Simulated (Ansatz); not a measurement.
## Abstraction of H: MgH(SH) + GeH2(NH)(NH2) → MgSH + GeH2(NH2)2

Species: MgH(SH), singlet; GeH2(NH)(NH2), doublet; MgSH `[Mg][SH]`, doublet; GeH2(NH2)2, singlet. A radical takes H: the energy is the difference in strength between the Mg–H bond broken and the N–H bond made.

Shapes, held fixed at every level: PBE0-D4/def2-TZVP. Flexible molecules stand in one conformer, not always the lowest. Programs: Ansatz 0.2.0. The zero-point and thermal change to 298 K, harmonic and unscaled (PBE0-D4/def2-TZVP), is +21.1 kJ/mol.

```tsv
level	kind	ΔH(298 K) (kJ/mol)	less CCSD(T)/def2-TZVPP
MP2/def2-TZVPP	perturbation theory	-195.6	-30.7
wB97M-V/def2-TZVPP	range-separated hybrid	-158.1	+6.8
wB97X-V/def2-TZVPP	range-separated hybrid	-155.5	+9.4
B2PLYP/def2-TZVPP	double hybrid	-164.8	+0.1
CCSD/def2-SVP	coupled cluster or CI	-157.8	+7.1
CCSD/def2-TZVPP	coupled cluster or CI	-160.1	+4.8
CCSD(T)/def2-TZVPP	coupled cluster or CI	-164.9	0.0
```

The highest level, CCSD(T)/def2-TZVPP, gives ΔH(298 K) = -164.9 kJ/mol; the levels span -195.6 to -155.5. The column of differences is taken from that level and isn't an error. No measured value is set beside it here. Open shells run unrestricted. Relativity is left out for Ge. Outer-core shells of Ge, Mg are correlated in most correlated rows, in sets that cover them unevenly.
